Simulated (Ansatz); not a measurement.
Ansatz (an electronic-structure program) input (CCSD(T)/6-31G*):

Ansatz 0.2 input:
```yaml
crystal:
  periodic: [false, false, false]
  atoms:
    - {symbol: C, position_ang: [-2.91855297, 0.06283271, 0.09884205]}
    - {symbol: C, position_ang: [-1.55567952, -0.45554632, 0.33550895]}
    - {symbol: O, position_ang: [-0.59782441, 0.39277486, -0.27855593]}
    - {symbol: Ge, position_ang: [1.14117511, 0.02724476, -0.05820161]}
    - {symbol: H, position_ang: [-3.05548848, 1.09370197, -0.19237176]}
    - {symbol: H, position_ang: [-3.78028253, -0.55203557, 0.31735344]}
    - {symbol: H, position_ang: [-1.47081904, -1.48558817, -0.04889637]}
    - {symbol: H, position_ang: [-1.35912069, -0.52715048, 1.42290388]}
    - {symbol: H, position_ang: [1.86787812, 1.12970733, -0.83384582]}
    - {symbol: H, position_ang: [1.47254061, 0.05914499, 1.44817715]}
    - {symbol: H, position_ang: [1.43567893, -1.37552970, -0.62852769]}
basis:
  gaussian:
    orbitals: 6-31G*
magnetization: {spin_polarized: true, initial_magnetization: 1}
correlation: {method: ccsd_t, electrons: outside_noble_gas}
```

End of the output:

```
second order -13.48954784 eV of doubles, -0.00000000 eV of singles
coupled cluster: 1.19 GiB planned
cycle   1  -14.18942528 eV  change   -7.0e-1 eV  update   9.6e-2
cycle   2  -14.64794792 eV  change   -4.6e-1 eV  update   3.1e-2
cycle   3  -14.77271133 eV  change   -1.2e-1 eV  update   1.6e-2
cycle   4  -14.77324240 eV  change   -5.3e-4 eV  update   4.4e-3
cycle   5  -14.77303029 eV  change    2.1e-4 eV  update   2.0e-3
cycle   6  -14.77350223 eV  change   -4.7e-4 eV  update   7.8e-4
cycle   7  -14.77347118 eV  change    3.1e-5 eV  update   2.9e-4
cycle   8  -14.77353745 eV  change   -6.6e-5 eV  update   1.3e-4
cycle   9  -14.77357379 eV  change   -3.6e-5 eV  update   5.4e-5
cycle  10  -14.77354134 eV  change    3.2e-5 eV  update   2.1e-5
cycle  11  -14.77354536 eV  change   -4.0e-6 eV  update   8.9e-6
perturbative correction -0.38444955 eV, -0.0141282604 hartree
Total energy: -60688.16171176 eV, -2230.2488069937 hartree
```

It need not be the lowest isomer of its formula.
